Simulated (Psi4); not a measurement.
C3H3, charge -1, singlet, at a GFN2-xTB geometry (a gas-phase anion, which may not be bound at this level). Base run: PBE0/3-21G in Psi4 1.11.

Input for Psi4:
```
memory 2 GB

molecule mol {
-1 1
  C     0.127599    0.002351    0.979809
  C     0.049146   -0.650135   -0.428757
  C     0.030200    0.650860   -0.429411
  H    -1.005144   -0.013916    1.436906
  H    -0.096327   -1.508647   -1.082620
  H    -0.140201    1.504114   -1.084134
}

set basis 3-21g
set reference rks

energy('pbe0')
print_variables()
```

Variants of this job, named by their change:

| change | ΔE vs base (µEh) | SCF cycles | grid points | basis functions |
|---|---|---|---|---|
| base | 0.0 | 8 | 128615 | 33 |
| scf_type = dfdirj+cosx | -32.8 | 9 | 128615 | 33 |
| scf_type = out_of_core | 89.4 | 8 | 128615 | 33 |
| dft_spherical_points = 194 | 4.0 | 8 | 82589 | 33 |
| scf_type = mem_df | 0.0 | 8 | 128615 | 33 |
| dft_spherical_points = 590 | 1.0 | 8 | 251096 | 33 |
| scf_initial_accelerator = none | 0.0 | 8 | 128615 | 33 |
| basis_guess = true | 0.0 | 1 | 128615 | 33 |
| dft_nuclear_scheme = becke | -5.8 | 8 | 128037 | 33 |
| guess = sadno | 0.0 | 9 | 128615 | 33 |
| cholesky_tolerance = 1e-6 (with scf_type cd) | 88.8 | 8 | 128615 | 33 |
| dft_radial_points = 50 | -2.9 | 8 | 87053 | 33 |
| dft_radial_scheme = mura | 0.1 | 8 | 130128 | 33 |

A gas-phase anion may not be bound at this level; its values then depend on the basis.
